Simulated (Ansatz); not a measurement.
H2O, charge +1, doublet, geometry from GFN2-xTB (a state made from the parent by changing its charge; the spin is typed, not shown lowest); CAM-B3LYP/aug-cc-pVDZ (Ansatz, a quantum-chemistry and plane-wave program).

Here is a job for Ansatz.
Ansatz 0.2 input:
```yaml
crystal:
  periodic: [false, false, false]
  atoms:
    - {symbol: O, position_ang: [0.00838048, 0.00164066, 0.09925610]}
    - {symbol: H, position_ang: [-0.05320696, 0.86638286, -0.40979171]}
    - {symbol: H, position_ang: [-0.01383690, -0.87950812, -0.38425707]}
basis:
  gaussian:
    orbitals: aug-cc-pVDZ
    final_grid: {core_spheres: 6, valence_spheres: 12, degree: 29}
hamiltonian:
  xc: cam_b3lyp
total_charge: 1
magnetization: {spin_polarized: true, initial_magnetization: 1}
```

What the program printed (banner, timings and long lists left out):

```
Functional definition: CAM-B3LYP
307 factors; their error is unknown
156 factors; integrals over basis functions are off by at most 5.8e-6 eV
mean field evaluation 1: about -2060.5697 eV, gradient 4.2e1 eV
mean field evaluation 2: about -2061.4095 eV, gradient 3.9e1 eV
mean field evaluation 4: about -2066.6645 eV, gradient 1.4e-1 eV
mean field evaluation 8: about -2066.6669 eV, gradient 9.3e-3 eV
mean field evaluation 16: about -2065.8470 eV, gradient 5.6e0 eV
mean field -2066.66688186 eV, -75.9486070712 hartree, gradient 4.0e-5 eV, S^2 0.752670; 1 other end points of the search recorded, 0 dependent functions left out
reference -2066.66695440 eV, -75.9486097371 hartree; 5, 4 occupied and 36, 37 virtual orbitals, 307 factors
Total energy: -2066.66695440 eV, -75.9486097371 hartree
```
